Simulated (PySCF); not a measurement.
O2S2, SMILES O=[S][S]=O (connectivity only; charge and spin as stated), neutral, multiplicity 1. Geometry optimised at PBE0-D3(BJ)/def2-SVP. The values are those of a single conformer.

PySCF 2.14.0 with TDA-PBE/def2-SVPD puts the lowest singlet excitations at 2.48, 4.01, 4.17, 4.34, 4.43, 5.36 eV.

What are the lowest excitation roots from ADC(2)/aug-cc-pVDZ in PySCF? (The exact figures need the calculation; the answer reports its results.)

2.24, 3.24, 4.07, 4.11, 4.15, 5.19 eV. S1 differs by -0.23 eV (second minus first; roots are paired by order, and the bases may differ).
